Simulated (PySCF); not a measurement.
Fractional electron number in Ni⁻ (nickel, charge -1)

The 3d beta orbital of [Ar] 3d9 4s2 is emptied in steps (occupation f), with all orbitals relaxed, ending at [Ar] 3d8 4s2. Calculation: PySCF 2.14, in aug-cc-pVTZ (8s7p5d3f2g, 93 functions); the non-relativistic Hamiltonian (point nucleus). The exact energy is a straight line in f; departures are measured from the line between the end points of the same method.

```
  f  PBE (eV)
  1     0.000
0.8    -0.703
0.6    -1.101
0.4    -1.142
0.2    -0.787
  0     0.000
```

| method | E(f=0) − E(f=1) (eV) | −ε at f=1 (eV) | −ε at f=0.4 (eV) |
| --- | --- | --- | --- |
| PBE | 2.082 | -2.101 | 2.837 |

Orbital energy along the path (eV):

| f | PBE |
| --- | --- |
| 1 | 2.101 |
| 0.8 | 0.715 |
| 0.6 | -0.945 |
| 0.4 | -2.837 |
| 0.2 | -4.914 |
| 0 | -7.139 |

At f = 1 the orbital energy is positive for PBE: only the finite basis holds the electron.

Reference removal energy between the ground levels: 1.157 eV (measured; photodetachment measurements, as compiled on the Wikipedia data page of electron affinities). The calculation has no spin-orbit coupling. The determinant left behind need not be the lowest term of the ion.
